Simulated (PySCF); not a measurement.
# Finite-field polarisability of P (phosphorus, neutral)

[Ne] 3s2 3p3, high-spin 4S determinant. Calculation: PySCF 2.14, in aug-cc-pV(T+d)Z; no relativity, point nucleus. Frozen: [Ne]. Energy changes in a uniform field (μhartree):

| axis | F (au) | HF | MP2 | CCSD | CCSD(T) |
| --- | --- | --- | --- | --- | --- |
| x | 0.0028 | -99.642 | -98.232 | -97.921 | -98.142 |
| x | 0.0056 | -398.804 | -393.172 | -391.926 | -392.816 |

**Question.** Derive α along x at CCSD(T) from the two fields.

**Answer.** With ΔE = −αF²/2 − γF⁴/24, α = −(16 ΔE(F) − ΔE(2F))/(6F²) = 25.03 bohr³.

**Question.** And the mean polarisability at each level?

**Answer.** HF 25.41, MP2 25.05, CCSD 24.97, CCSD(T) 25.03 bohr³. Reference: 25 ± 1 bohr³ (recommended; Schwerdtfeger and Nagle, table of static dipole polarizabilities (2023 update)).
